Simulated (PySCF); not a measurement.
A structure optimised at TPSSh-D3(BJ)/def2-SVP, used in a PySCF frequency run:

```
C
H 1 1.1004
H 1 1.1049 2 107.08
C 1 1.4964 2 108.52 3 -116.43
C 4 1.3343 1 128.60 2 -3.03
F 4 1.3546 5 119.42 1 179.36
H 5 1.0900 4 120.08 6 179.76
H 5 1.0910 7 119.06 4 -179.76
C 1 1.5347 2 110.83 3 119.09
H 9 1.1001 1 110.55 2 179.46
H 9 1.1005 10 108.26 1 -121.34
H 9 1.1011 10 108.08 11 -117.14
```

Question: Write its SMILES and formula.

Answer: C=C(F)CC, C₄H₇F

Question: What are its rotational constants (standard atomic weights)?

Answer: 8.2141, 3.8115, 2.9519 GHz
